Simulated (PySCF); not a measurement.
# Does the structure fit the spectrum?

A compound C$_{7}$H$_{14}$N$_{2}$Si gives the data below (simulated from a calculation) and was assigned the structure `Cc1cc(C)n([SiH](C)C)n1`.

¹³C{¹H} NMR (computed): δ 154.3 (C), 146.2 (C), 126.9 (C), 20.9 (CH2), 19.1 (CH3), 14.7 (CH3), 11.6 (CH3).

¹H NMR (600 MHz, computed): δ 5.18 (s, 3H), 2.48 (q, 2H), 2.41 (s, 3H), 2.34 (s, 3H), 1.04 (t, 3H).

[PySCF: shieldings: GIAO PBE0/pcSseg-1; GFN2-xTB geometry; fast rotation and ring inversion assumed for equivalent nuclei; non-relativistic; no solvent; one conformer]

δ = σ(ref) − σ, references computed at the same level: ¹H, ¹³C vs TMS.

Task: Compare with the shifts computed for the proposed structure, pairing carbons in order of shift.

Result: Structure with atom numbers: `[CH3:1][c:2]1[cH:3][c:4]([CH3:5])[n:6]([SiH:7]([CH3:8])[CH3:9])[n:10]1`. Hydrogens are named by the atom that carries them.

```csv
atom,computed for proposal,given list,difference
C2,155.4,154.3,+1.1
C4,150.6,146.2,+4.4
C3,113.1,126.9,-13.8
C1,16.2,20.9,-4.7
C5,13.7,19.1,-5.4
C8,-1.4,14.7,-16.1
C9,-1.4,11.6,-13.0
```

The rms difference is 9.9 ppm and the largest -16.1 ppm at C8 (methyl carbon bonded to Si). The proposal also would give 6 carbon signals, not 7. The carbon types in order of shift don't match either: C, C, CH, CH3, CH3, CH3, CH3 for the proposal against C, C, C, CH2, CH3, CH3, CH3 in the data. The proposal doesn't fit.

Task: Which isomer fits?

Result: `CCc1c(C)nn([SiH3])c1C`.

- Carbon types of the structure: 3 × C, 1 × CH2, 3 × CH3, leaving 3 H on heteroatoms.
- δC 154.3, 146.2: substituted aromatic carbon next to a ring nitrogen.
- δC 126.9: substituted aromatic carbon.
- δC 19.1: methyl carbon; aliphatic region, no heteroatom directly attached.
- δC 14.7, 11.6: methyl carbon on an aromatic ring; a saturated carbon with 1 carbon neighbour and no heteroatom attached.

This is the structure that produced the data.

Shifts are as computed. Against solution values, carbons near 30 ppm lie about +3 ppm off and those near 130 ppm about +5 ppm. Of 1211 compounds with measured shifts, 218 miss one by over three times the rms of a fit or turn the order of signals round; such compounds aren't used in these exercises. No couplings were computed; multiplicities are counted from neighbouring protons, with m where these are inequivalent, close in shift, in a saturated or five-membered ring or joined by F or P, and br s for small geminal =CH2 splittings.
